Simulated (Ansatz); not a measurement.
Reaction (formal exchange of groups at a B–N bond): `C=NB(F)[SiH3]` + `CNCO` → `CNB(F)[SiH3]` + `C=NCO`

Isolated molecules relaxed with PBE0-D4/def2-TZVP in Ansatz; ΔE leaves out vibrations. CCSD(T)/CBS adds triple-zeta CCSD(T) − MP2 to the extrapolated MP2 energy (def2 sets, frozen cores). One conformer a species, not always the lowest.

```json
{"species": "`C=NB(F)[SiH3]`", "MP2/def2-QZVPP energy (Eh)": "-509.34417"}
{"species": "`CNCO`", "MP2/def2-QZVPP energy (Eh)": "-210.06755"}
{"species": "`CNB(F)[SiH3]`", "MP2/def2-QZVPP energy (Eh)": "-510.58486"}
{"species": "`C=NCO`", "MP2/def2-QZVPP energy (Eh)": "-208.84674"}
```

(1) Work out ΔE.

Largest T1 diagnostic among the species: 0.015.

Answers

(1) ΔE = (-510.58486) + (-208.84674) − (-509.34417) − (-210.06755) = -0.01988 Eh = -52.2 kJ/mol. CCSD(T)/CBS gives -52.6 kJ/mol.

From PBE to PBE0 (25 % exact exchange), in def2-TZVPP and without D4, ΔE moves by −4.0 kJ/mol.
